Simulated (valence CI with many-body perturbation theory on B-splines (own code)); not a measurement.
Results of a calculation; reference values are marked as such.
# Level structure of Hf57+

Level of theory: valence CI with perturbative core correlation (CI+MBPT): five valence electrons over a frozen Dirac-Fock core [Ne], radial functions for each j: 9 s, 9 p, 8 d, 6 f, 3 g, 1 h, with the one-electron correlation potential Σ1 (screened to all orders), the two-electron term Σ2, the three-electron term Σ3, Breit, model QED; selected single and double excitations, second order for the rest (own B-spline code, finite nucleus).

No measured spectrum was set against this ion. As an estimate, large intervals hold to a few tenths of a per cent, small ones and those within an open d or f shell to about a per cent. Among the levels kept, up to 550 cm⁻¹ of a level comes from second order outside the variational space, and about a tenth of that is noise between levels of different J, which matters for small intervals.

Levels 1 to 45 of 52, with energies above the lowest level, (3s^2 3p1/2^2 3p3/2) J=3/2. "Leading %" is the weight of the configuration and term that name the level; weights of strongly mixed levels are sums over their largest components and can fall short. In the jj column 3d3/2^4 stands for four electrons in 3d with j = 3/2.

```tsv
No.	Configuration	Term	J	E (eV)	Leading %	g	Leading jj	Second component
1	3s2 3p3	2P°	3/2	0.00	48	1.344	3s^2 3p1/2^2 3p3/2 (99 %)	27 % 3s2 3p3 2D°
2	3s2 3p2 3d	2D	3/2	221.66	41	0.778	3s^2 3p1/2^2 3d3/2 (99 %)	34 % 3s2 3p2 3d 4F
3	3s2 3p3	4S°	3/2	298.14	55	1.453	3s^2 3p1/2 3p3/2^2 (99 %)	44 % 3s2 3p3 2D°
4	3s2 3p2 3d	2D	5/2	305.57	33	1.196	3s^2 3p1/2^2 3d5/2 (98 %)	20 % 3s2 3p2 3d 4D
5	3s2 3p3	2D°	5/2	309.60	99	1.187	3s^2 3p1/2 3p3/2^2 (99 %)	
6	3s2 3p3	2P°	1/2	324.41	99	0.648	3s^2 3p1/2 3p3/2^2 (99 %)	
7	3s 3p4	4P	5/2	465.11	66	1.458	3s 3p1/2^2 3p3/2^2 (92 %)	26 % 3s 3p4 2D
8	3s 3p4	2P	3/2	494.10	33	1.147	3s 3p1/2^2 3p3/2^2 (68 %)	25 % 3s 3p4 2D
9	3s 3p4	2S	1/2	495.65	54	2.054	3s 3p1/2^2 3p3/2^2 (85 %)	24 % 3s 3p4 4P
10	3s2 3p2 3d	4F	5/2	517.44	47	0.956	3s^2 3p1/2 3p3/2 3d3/2 (98 %)	45 % 3s2 3p2 3d 2F
11	3s2 3p2 3d	4D	1/2	520.54	80	0.211	3s^2 3p1/2 3p3/2 3d3/2 (99 %)	13 % 3s2 3p2 3d 2P
12	3s2 3p2 3d	4F	3/2	520.68	33	0.903	3s^2 3p1/2 3p3/2 3d3/2 (92 %)	29 % 3s2 3p2 3d 4D
13	3s2 3p2 3d	2G	7/2	529.34	52	1.024	3s^2 3p1/2 3p3/2 3d3/2 (98 %)	26 % 3s2 3p2 3d 2F
14	3s2 3p2 3d	2D	5/2	557.93	36	1.162	3s^2 3p1/2 3p3/2 3d3/2 (93 %)	24 % 3s2 3p2 3d 2F
15	3s2 3p2 3d	2P	1/2	567.50	38	1.664	3s^2 3p1/2 3p3/2 3d3/2 (88 %)	31 % 3s2 3p2 3d 4P
16	3s2 3p2 3d	2D	3/2	567.95	26	1.220	3s^2 3p1/2 3p3/2 3d3/2 (77 %)	22 % 3s2 3p2 3d 4P
17	3s2 3p2 3d	4D	7/2	589.21	47	1.302	3s^2 3p1/2 3p3/2 3d5/2 (99 %)	37 % 3s2 3p2 3d 4F
18	3s2 3p2 3d	2P	3/2	600.91	45	1.336	3s^2 3p1/2 3p3/2 3d5/2 (96 %)	23 % 3s2 3p2 3d 4P
19	3s2 3p2 3d	2G	9/2	601.74	62	1.182	3s^2 3p1/2 3p3/2 3d5/2 (99 %)	37 % 3s2 3p2 3d 4F
20	3s2 3p2 3d	2F	5/2	604.41	36	1.119	3s^2 3p1/2 3p3/2 3d5/2 (97 %)	25 % 3s2 3p2 3d 2D
21	3s2 3p3	2P°	3/2	624.34	51	1.302	3s^2 3p3/2^3 (98 %)	28 % 3s2 3p3 2D°
22	3s2 3p2 3d	2D	5/2	624.59	41	1.272	3s^2 3p1/2 3p3/2 3d5/2 (94 %)	35 % 3s2 3p2 3d 4P
23	3s2 3p2 3d	2F	7/2	625.46	61	1.121	3s^2 3p1/2 3p3/2 3d5/2 (96 %)	17 % 3s2 3p2 3d 4F
24	3s2 3p2 3d	2D	3/2	633.81	61	0.930	3s^2 3p1/2 3p3/2 3d5/2 (97 %)	21 % 3s2 3p2 3d 2P
25	3s2 3p2 3d	2P	1/2	637.56	54	1.227	3s^2 3p1/2 3p3/2 3d5/2 (96 %)	36 % 3s2 3p2 3d 2S
26	3s 3p3 3d	4D°	5/2	682.38	29	1.261	3s 3p1/2^2 3p3/2 3d3/2 (95 %)	19 % 3s 3p3 3d 6D°
27	3s 3p3 3d	4D°	3/2	684.49	26	1.259	3s 3p1/2^2 3p3/2 3d3/2 (95 %)	23 % 3s 3p3 3d 6D°
28	3s 3p3 3d	4P°	1/2	686.55	45	2.387	3s 3p1/2^2 3p3/2 3d3/2 (96 %)	30 % 3s 3p3 3d 6D°
29	3s 3p3 3d	4F°	7/2	692.46	23	1.251	3s 3p1/2^2 3p3/2 3d3/2 (93 %)	16 % 3s 3p3 3d 6D°
30	3s 3p3 3d	2D°	3/2	710.28	27	1.003	3s 3p1/2^2 3p3/2 3d3/2 (82 %)	12 % 3s 3p3 3d 4F°
31	3s 3p3 3d	2F°	5/2	721.55	21	0.874	3s 3p1/2^2 3p3/2 3d3/2 (79 %)	21 % 3s 3p3 3d 4G°
32	3s 3p3 3d	4D°	1/2	725.70	43	0.556	3s 3p1/2^2 3p3/2 3d3/2 (87 %)	25 % 3s 3p3 3d 2P°
33	3s2 3p 3d2	4G°	5/2	752.42	43	0.781	3s^2 3p1/2 3d3/2^2 (79 %)	28 % 3s2 3p 3d2 2F°
34	3s 3p3 3d	4F°	9/2	754.69	48	1.348	3s 3p1/2^2 3p3/2 3d5/2 (98 %)	30 % 3s 3p3 3d 6D°
35	3s 3p3 3d	4D°	5/2	770.76	30	1.376	3s 3p1/2^2 3p3/2 3d5/2 (96 %)	20 % 3s 3p3 3d 4P°
36	3s 3p4	4P	3/2	774.31	69	1.491	3s 3p1/2 3p3/2^3 (87 %)	17 % 3s 3p4 2D
37	3s 3p3 3d	4D°	7/2	778.32	30	1.258	3s 3p1/2^2 3p3/2 3d5/2 (89 %)	24 % 3s 3p3 3d 2F°
38	3s 3p3 3d	2D°	3/2	780.04	32	1.126	3s 3p1/2^2 3p3/2 3d5/2 (87 %)	18 % 3s 3p3 3d 4D°
39	3s 3p4	2D	5/2	791.68	63	1.292	3s 3p1/2 3p3/2^3 (86 %)	24 % 3s 3p4 4P
40	3s2 3p 3d2	2P°	1/2	792.99	38	0.633	3s^2 3p1/2 3d3/2^2 (87 %)	37 % 3s2 3p 3d2 4D°
41	3s 3p3 3d	2F°	7/2	794.93	28	1.175	3s 3p1/2^2 3p3/2 3d5/2 (88 %)	16 % 3s 3p3 3d 4D°
42	3s2 3p 3d2	4F°	3/2	797.03	32	0.784	3s^2 3p1/2 3d3/2^2 (79 %)	27 % 3s2 3p 3d2 2D°
43	3s 3p3 3d	2P°	1/2	803.25	46	0.654	3s 3p1/2^2 3p3/2 3d5/2 (95 %)	35 % 3s 3p3 3d 4D°
44	3s 3p3 3d	2F°	5/2	808.39	20	1.091	3s 3p1/2^2 3p3/2 3d5/2 (80 %)	17 % 3s 3p3 3d 2D°
45	3s 3p3 3d	2P°	3/2	810.43	25	1.354	3s 3p1/2^2 3p3/2 3d5/2 (84 %)	19 % 3s 3p3 3d 4D°
```

The ionisation energy to 3s2 3p2 3P_0 of the next ion comes out as 5716.4 eV (NIST: 5713 ± 6 eV (theoretical)). All 52 levels together are meant to be complete up to 843.66 eV.
